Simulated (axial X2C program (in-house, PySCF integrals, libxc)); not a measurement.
Which molecule has these constants?

All values come from calculations with an in-house relativistic program for diatomic molecules, spin-free (one-electron X2C) or two-component (2c: spin–orbit coupling with atomic mean-field Coulomb and Gaunt terms, which also bring small scalar terms), in Dyall basis sets with cores contracted in-house; open shells are unrestricted.

A two-component PBE0 calculation in a Dyall 3-zeta basis gave Re = 1.757 Å, ωe = 639.2 cm⁻¹, Ω = 1.

Problem. Which molecule is it?
A. PdC⁺
B. PdB⁺
C. LiPd⁺
D. PdO⁺
E. PdN⁺

Solution. E. The others have PdB⁺ 1.738 Å and 816.2 cm⁻¹ (Ω = 0); PdC⁺ 1.686 Å and 902.5 cm⁻¹ (Ω = 1/2); PdO⁺ 1.775 Å and 669.3 cm⁻¹ (Ω = 3/2); LiPd⁺ 2.432 Å and 286.3 cm⁻¹ (Ω = 0).

Each entry is the lowest single determinant of a limited PBE0 search at one distance. De goes to single-determinant-based atoms at the same level (for ions the charge split of lowest energy) and is withheld (n/a) where an atom does not fit its ground term or J level. Main or longest-lived isotopes. One determinant is a doubtful description, or other states lie close, for PdN⁺, PdC⁺, PdO⁺; these need not be ground states, and all values refer to the states named. Some open-shell Ω = 0 determinants are out of reach, so the Ω given for PdN⁺ need not be the lowest component. With several unpaired electrons the Ω given is that of one determinant, not necessarily of the lowest component. The functionals have no current term, which raises determinants with orbital currents.
